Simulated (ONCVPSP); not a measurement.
## Pt: variants of one ONCV potential

Base potential:

Pt (Z = 78), optimised norm-conserving Vanderbilt (ONCV), made with ONCVPSP 4.0.1 (PBE, scalar-relativistic). Core [Kr] 4d10 4f14 5s2, reference 5p6 5d8.5 (charge +1.5). Waves: s scattering state at 0.15 Ha: rc 2.05 bohr, ncon 4, nbas 8, qcut 2.6 1/bohr, 2 projectors, debl 1.6 Ha; 5p: rc 1.20 bohr, ncon 4, nbas 9, qcut 6 1/bohr, 2 projectors, debl 1.2 Ha; 5d: rc 2.25 bohr, ncon 4, nbas 8, qcut 8.1 1/bohr, 2 projectors, debl 1.4 Ha. Local part: polynomial inside 0.85 bohr (lpopt 5, dvloc0 0 Ha). Core correction: Teter function, fcfact 3.25, rcfact 1.6.

In the s channel the program set the typed energies aside and used 0.050, 1.650 Ha. In the p channel the program set the typed energies aside and used -2.586, 0.250 Ha.

Cutoffs, loose and tight: the cutoffs (Ha) at which the residual kinetic energy of the hardest occupied pseudo-wave falls to 1 and 0.1 mHa per electron. They do not see the model core or the augmentation charge, which bear on the density cutoff. Test errors are all-electron minus pseudo excitation energies from the reference, over the configurations 5p6 5d9 6s1; 5p6 5d9; 5p6 5d8; 5p6 5d9 6p1. A dash means not determined; rows that change the core or the reference have their own tests. The largest error is taken over the tests solved by every variant that gives reliable tests at all: 5p6 5d8; 5p6 5d9; 5p6 5d9 6p1.

A true bound ghost makes a file unfit for plane-wave use even where its test errors are small: the radial tests pick states by their node count and pass the ghost by.

```tsv
change	outcome	cutoff, loose	cutoff, tight	bound ghosts	GHOST(+) flags above zero	largest test error (meV)
base	generated, projector energies reset by the program	166 Ha	196 Ha	s	s, p	-3.1
s: ncon 3, nbas 7	generated, projector energies reset by the program	166 Ha	196 Ha	s	s, p	-3.1
core correction Teter function, fcfact 3, rcfact 1.6	generated, projector energies reset by the program	166 Ha	196 Ha	s	s, p	-3.0
local potential polynomial inside 1.10 bohr (lpopt 5, dvloc0 3 Ha)	generated, projector energies reset by the program	166 Ha	196 Ha	s	s	-3.0
d: rc 1.92	generated, projector energies reset by the program	166 Ha	196 Ha	s	s, p	-3.3
s: qcut 2.7; p: qcut 6.3; d: qcut 8.5	generated, projector energies reset by the program	162 Ha	194 Ha	s	s, p	-3.2
p: qcut 5.6	generated, projector energies reset by the program	169 Ha	197 Ha	s	s, p	-3.1
s: nproj 3	generated, projector energies reset by the program	166 Ha	196 Ha	s	s, p	-3.1
p: qcut 7.8	generated, projector energies reset by the program	46 Ha	176 Ha	s	s, p	-3.0
core correction Teter function, fcfact 3.25, rcfact 1.86	generated, projector energies reset by the program	166 Ha	196 Ha	s	s, p	-9.0
core correction Teter function, fcfact 1.5, rcfact 1.3	generated, projector energies reset by the program	166 Ha	196 Ha	s	s, p	+3.9
local potential polynomial inside 0.85 bohr (lpopt 5, dvloc0 -2 Ha)	generated, projector energies reset by the program	166 Ha	196 Ha	s	p	-3.1
s: nbas 9	generated, projector energies reset by the program	166 Ha	196 Ha	s	s, p	-3.1
```
